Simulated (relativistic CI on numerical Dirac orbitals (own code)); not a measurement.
# Nb2+: L2,3 absorption edge

Computed with this model: Dirac-Coulomb-Breit CI, separate exchange-only KLI orbitals for each configuration, QED by a radiative potential, multiplet model of core-to-valence dipole absorption, unscaled Slater integrals; configurations [Kr] 4d3 → [He] 2s2 2p5 3s2 3p6 3d10 4s2 4p6 4d4; 300 K; Lorentzian 0.96 eV and Gaussian 0.5 eV FWHM. Energies are those of the free ion, without screening or charge transfer. The branching ratio is the share of the lower-energy edge in the whole absorption, uncertain by about 0.02 where the edges overlap. S is read from ⟨S²⟩ = S(S + 1).

Field parameters in Wybourne normalisation: D3d B²₀ = −7Dσ, B⁴₀ = −14Dq − 21Dτ, B⁴₃ = −14√(10/7) Dq. The field is a parameter set, without covalency.

free ion: ground-state S = 1.50, centroid 2393.30 eV, branching ratio 0.777. Peaks (eV, height): 2370.8 (49), 2372.5 (100), 2464.7 (11), 2467.0 (26).

D3d, 10Dq = 17350, Dσ = -1200, Dτ = -210 cm⁻¹: ground-state S = 1.50, centroid 2401.86 eV, branching ratio 0.690. Peaks (eV, height): 2372.1 (100), 2373.3 (60), 2466.1 (49), 2467.9 (20).

The statistical ratio of this edge is 2/3 = 0.667. Values above it arise where the holes sit mainly in the j = l + 1/2 valence subshell or the ground state has high spin; values below it where core-valence Coulomb terms move weight to the upper edge, as in nearly empty shells. At deep edges of heavy elements the radial integrals of the two core levels differ, which raises the baseline.

Strongest unbroadened transitions for free ion:

```csv
Energy (eV),Relative strength
2370.57,31.2
2370.70,8.9
2370.78,57.2
2370.93,37.8
2372.22,100.0
2372.38,24.8
2372.52,58.6
2372.53,32.8
2372.69,14.4
2372.76,22.2
2372.83,95.4
2372.88,8.6
2464.56,16.7
2466.71,25.5
2466.73,12.7
2467.09,17.3
2467.29,25.9
2467.67,12.8
```
